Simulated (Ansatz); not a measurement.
`C=C1[SiH2]N1C` → `C=C1N[SiH2]1` + `[CH2]` (triplet)  (formal loss of a carbene)

Calculated with Ansatz (gas phase, PBE0-D4/def2-TZVP geometries, no zero-point term in ΔE). CCSD(T)/CBS adds triple-zeta CCSD(T) − MP2 to the extrapolated MP2 energy (def2 sets, frozen cores). This one scheme is used for every species. DFT in def2-TZVPP. B3LYP here is the variant with VWN-RPA as its local correlation; programs differ in this. Triplets are unrestricted, without spin–orbit coupling.

`C=C1[SiH2]N1C`:

```xyz
12

C    -0.337    1.918   -0.266
C    -0.558    0.679    0.164
Si   -1.336   -0.749    0.960
N     0.103   -0.536    0.075
C     1.336   -0.858   -0.572
H     0.548    2.170   -0.842
H    -1.041    2.708   -0.049
H    -2.460   -1.499    0.349
H    -1.258   -1.002    2.419
H     2.162   -0.275   -0.149
H     1.283   -0.639   -1.645
H     1.558   -1.917   -0.444
```

`C=C1N[SiH2]1`:

Cartesian coordinates in Å:
```
C 0.318 1.308 1.034
C 0.034 0.350 0.163
N -1.041 -0.508 -0.096
Si 0.287 -0.916 -1.105
H 1.272 1.816 0.996
H -0.392 1.614 1.797
H -1.712 -0.846 0.576
H 1.115 -2.108 -0.805
H 0.119 -0.710 -2.560
```

`[CH2]` (triplet):

```xyz
3

C     0.082    0.234   -0.121
H    -0.673    0.400    0.631
H     0.591   -0.634   -0.510
```

```
             level  ΔE (kcal/mol)
          B3LYP-D4           99.7
        r2SCANh-D4           94.7
        r2SCAN0-D4           94.2
            B2PLYP           98.5
RPA@PBE/def2-TZVPP           96.4
      MP2/def2-SVP          100.2
SCS-MP2/def2-TZVPP          101.5
    MP2/def2-QZVPP          102.7
```

(1) What does CCSD(T)/CBS give? (Best estimate.)

Largest T1 diagnostic among the species: 0.014.

Results:

(1) Ansatz gave: +100.1 kcal/mol. The listed levels differ from it by -0.4, -5.4, -5.9, -1.6, -3.7, 0.1, 1.4, 2.6 kcal/mol.

Leaving LDA and LC-ωPBE aside and taking each functional with its dispersion term where it has one, the values, not all of them listed here, spread over 9.0 kcal/mol, from r2SCAN0-D4 to ωB97X-V. LDA lies +17.8 kcal/mol from PBE without D4. In def2-TZVPP, CCSD(T) changes the Hartree–Fock value by +31.7 kcal/mol (the triples alone add +2.7 kcal/mol) and MP2 by +35.3 kcal/mol. From PBE to PBE0 (25 % exact exchange), in def2-TZVPP and without D4, ΔE moves by −2.0 kcal/mol.
